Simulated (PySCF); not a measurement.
**[Ce(NH3)2]3+ relaxed at several levels**

Computed with PySCF 2.14.0, def2-SVP on the ligands, density fitting, scalar-relativistic core potentials, no spin-orbit coupling, vacuum. Each row is relaxed at its own level from the same template. Distances are means of the shortest metal–ligand contacts, charges and spins Mulliken's; removal energies are rigid, with the ligand's formal charge and no counterpoise, so too large; for an anion taken off a cation in vacuum most of it is the attraction of opposite charges, and multiply charged cations can part far more cheaply with an electron moved from ligand to metal. lcecp potentials hold a fixed number of 4f electrons in the core, out of states, spins and gaps.

| level | basis on the metal | point group | M–NH3 (Å) | charge on M (e) | removal of one NH3 (eV) | unstable modes (below −25 cm⁻¹) |
| --- | --- | --- | --- | --- | --- | --- |
| TPSS | lcecp-1-SVP with ECP47 | C1 | 2.519 | 2.15 | 4.24 | not given |

**Question.** What does the calculation give for BP86, lcecp-1-SVP with ECP47?

**Answer.** point group: C1, M–NH3 (Å): 2.509, charge on M (e): 2.11, removal of one NH3 (eV): 4.29, unstable modes (below −25 cm⁻¹): 1 (soft).
```xyz
9

Ce    0.4224   -1.0857   -0.0002
N    -0.0691    0.1862    2.1063
H     0.6619    0.8771    2.4087
H    -0.9465    0.7628    2.1119
H    -0.1826   -0.4133    2.9618
N    -0.0683    0.1862   -2.1059
H     0.6060    0.0115   -2.8926
H    -0.9964   -0.0178   -2.5542
H    -0.0735    1.2338   -2.0359
```

Members with unstable modes aren't minima as they stand: saddle points kept by symmetry or, where the modes are soft, flat surfaces and noise. Moved off a saddle point of the template and relaxed again: BP86, TPSS. One start shape was tried for each, so a minimum needn't be the lowest isomer.
